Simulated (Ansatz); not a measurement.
System: TaO3, charge 0, multiplicity 2. The spin state was set by rule; other spins were not relaxed. 
Geometry from a B3LYP-D3(BJ)/def2-TZVP (Ansatz, a first-principles code) optimisation:
SMILES: [O]1[O][Ta]1=[O]
```xyz
4

Ta     0.1283    -0.1550     0.1822
O     -0.4590    -1.4565    -0.7797
O      0.2577     1.4616    -0.8512
O     -0.9690     1.4096    -0.0319
```
Charge 0, spin multiplicity 2.

Basis-set convergence of Hartree-Fock and MP2 correlation energies (hartree) with Ansatz. Correlated levels leave the core frozen unless marked. Open shells are spin-unrestricted. Spin-orbit coupling is left out. The frozen core is the preceding noble-gas configuration, with the filled d and f shells of earlier blocks. Past Kr the def2 sets carry scalar-relativistic core potentials.

The T1 diagnostic of CCSD in the largest basis is 0.050, which is high, so the coupled-cluster rows are less sure than usual.

```csv
basis,functions,E(HF),"E(corr, MP2)"
def2-SVP,74,-280.69013,-0.73054
def2-TZVPP,149,[?],[?]
```

Q: Complete the blanks.

A: 
- def2-TZVPP, E(HF): -281.01599
- def2-TZVPP, E(corr, MP2): -0.88697
